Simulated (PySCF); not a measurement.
## Broadened absorption spectrum of BMe2Br

Species: BMe2Br, C2H6BBr.
Z-matrix (Å and degrees, PBE0-D3(BJ)/def2-SVP geometry), rows numbered from 1:
```
B 
C   1  1.5640
H   2  1.1049  1  108.60
H   2  1.1037  1  109.96  3  -114.81
H   2  1.0974  1  114.90  3   121.63
C   1  1.5640  2  122.78  3    63.37
H   6  1.1052  1  108.36  2    65.44
H   6  1.1035  1  110.22  2   -49.43
H   6  1.0975  1  114.93  2  -173.34
Br  1  1.9314  2  118.57  3  -116.87
```

Level of theory: TDDFT B3LYP/def2-SVPD, vertical, gas phase, core orbitals frozen in the response in PySCF. Relativistic effects, spin–orbit coupling among them, are left out although an element past zinc is present.

Each state is given a Gaussian of 0.4 eV full width at half maximum, with ε(max) = 2.175×10⁸ f / Δν̃ (Δν̃ the width in cm⁻¹). The width is an assumption, not a result. The curve ends short of the highest state used, and states not computed would add to its high-energy end.

(λ (nm), ε (L mol⁻¹ cm⁻¹)): (163.6, 2409), (168.3, 1818), (173.1, 476), (177.8, 1616), (182.6, 5959), (187.3, 10576), (192.1, 9877), (196.8, 4604), (201.5, 1088), (206.3, 132), (211.0, 10), (215.8, 0), (220.5, 0), (225.3, 0), (230.0, 0), (234.8, 0), (239.5, 0), (244.3, 0), (249.0, 0), (253.8, 0), (258.5, 0), (263.3, 0), (268.0, 0), (272.8, 0)

**Question.** Where are the band maxima, and which computed states make them?

**Answer.** 189 nm (6.55 eV), ε about 11000, made up of S2 (79%) and S3 (12%); 165 nm (7.51 eV), ε about 2600, made up of S6 (100%) (ε in L mol⁻¹ cm⁻¹; maxima over ε = 5, shares over 10%). The states used: S1 5.15 eV (f 0.0000); S2 6.50 eV (f 0.136); S3 6.72 eV (f 0.033); S4 6.73 eV (f 0.026); S5 6.93 eV (f 0.0004); S6 7.51 eV (f 0.039); S7 7.53 eV (f 0.0000); S8 8.10 eV (f 0.0000); S9 8.15 eV (f 0.032); S10 8.18 eV (f 0.0003).

**Question.** What would ε be at 6.55 eV, the highest of these maxima, with half the width (0.2 eV)?

**Answer.** About 16800 L mol⁻¹ cm⁻¹ against 11200, a factor of about 1.5; a lone state at its own centre would give exactly 2.

**Question.** On this curve, what absorbance would a 10⁻³ mol/L sample give at 193 nm over a 1 cm path?

**Answer.** 193 nm is 6.424 eV, where ε is about 9000 L mol⁻¹ cm⁻¹, so A = ε c l ≈ 9 (Beer–Lambert, with the gas-phase spectrum and the assumed width).

**Question.** Coming from long wavelengths, where does ε first pass 100 L mol⁻¹ cm⁻¹?

**Answer.** At about 207 nm (5.99 eV), 0.85 eV above S1.
